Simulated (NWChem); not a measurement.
Molecule: SiH$_{4}$O$_{2}$; SMILES O[SiH2]O

```xyz
7

Si     0.0000     0.0000    -0.4255
O     -1.3853     0.0511     0.4893
O      1.3853    -0.0511     0.4893
H     -0.0651     1.2367    -1.2500
H      0.0651    -1.2367    -1.2500
H     -1.5866    -0.7328     1.0090
H      1.5866     0.7328     1.0090
```
Atoms are numbered in this order, from 1.

Program: NWChem. Pople sets run with spherical d functions. The geometry was optimised at PBE0/def2-SVP. Level: PBE0/6-31+G*; rows give the wavelength of the field.

```tsv
field	isotropic polarisability (bohr³)	anisotropy (bohr³)
static	30.7	0.7
1065 nm	30.9	0.7
589 nm	31.5	0.7
400 nm	___	0.8
```

### Question
What belongs in the gaps?

### Answer

- 400 nm, isotropic polarisability (bohr³): 32.6
